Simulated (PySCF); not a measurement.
B3LYP has the VWN-RPA correlation part, as in Gaussian. Delta-SCF ions had no search for a lower state. Excitations are Tamm–Dancoff values on a coarser integration grid. The basis has no diffuse functions, so Rydberg states are missing or too high.

# CH4B2O, SMILES `BOB=C` (H–B–O–B torsion 10°, B–O–B–C torsion 157°) (charge 0, multiplicity 1)

Calculation: B3LYP-D3(BJ)/def2-TZVP in PySCF 2.14.0.

```
Item                                                                          Value
-------------------------------------------  --------------------------------------
HOMO                                                                       -6.00 eV
dipole moment                                                                1.31 D
LUMO                                                                       -1.67 eV
HOMO–LUMO gap                                                               4.33 eV
S1 excitation (TDA)                                                         4.05 eV
S1 oscillator strength                                                        0.228
brightest of the four lowest singlets (TDA)                                 4.05 eV
T1 excitation (TDA)                                                         3.07 eV
S1–T1 gap (TDA)                                                             0.98 eV
vertical ionisation energy (Delta-SCF)                                      8.46 eV
total energy                                                           -165.5339 Ha
cost                                         about 70 core-seconds (a rough figure)
```

```xyz
8

B      2.0042     0.0867    -0.4100
O      0.6597     0.0271    -0.2881
B     -0.6257    -0.0276    -0.1744
C     -2.0046    -0.0867    -0.0524
H      2.4606     0.8915    -1.1578
H      2.6561    -0.6689     0.2374
H     -2.6582     0.5709    -0.6103
H     -2.4922    -0.7931     0.6065
```
Charge 0, spin multiplicity 1.
